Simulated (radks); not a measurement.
Effect of the nuclear size on the palladium ion Pd2+, [Kr] 4d8. All-electron calculation, Dirac Kohn-Sham, PBE, spin-unpolarised, spherical densities, finite nucleus; open shells fill j = l - 1/2 first; Fermi nuclear charge, rms radius 4.5318 fm. Program: a radial shooting solver on a logarithmic mesh with Libxc functionals. The rms radius is varied about that value; shifts are against it.

rms radius (fm)  total energy shift (eV)  density at nucleus (e/bohr^3)  1s1/2 shift (meV)  2s1/2 shift (meV)  4s1/2 shift (meV)  5s1/2 (empty) shift (meV)
3.9109                            -0.641                      1.354e+05               -270              -29.9              -1.04                     -0.128
4.3324                            -0.215                      1.336e+05              -90.5              -10.0             -0.348                     -0.043
4.5318                                 0                      1.328e+05              0.000              0.000              0.000                      0.000
4.7131                             0.203                      1.321e+05               85.3               9.46              0.328                      0.041
5.2524                             0.846                      1.303e+05                356               39.5               1.37                      0.169

Slopes of the eigenvalues against <r^2> in GHz/fm^2, as finite differences over the two radii next to the reference (eigenvalue slopes, not the field-shift constants of lines): 1s1/2 12300, 2s1/2 1370, 4s1/2 47.4, 5s1/2 (empty) 5.87.
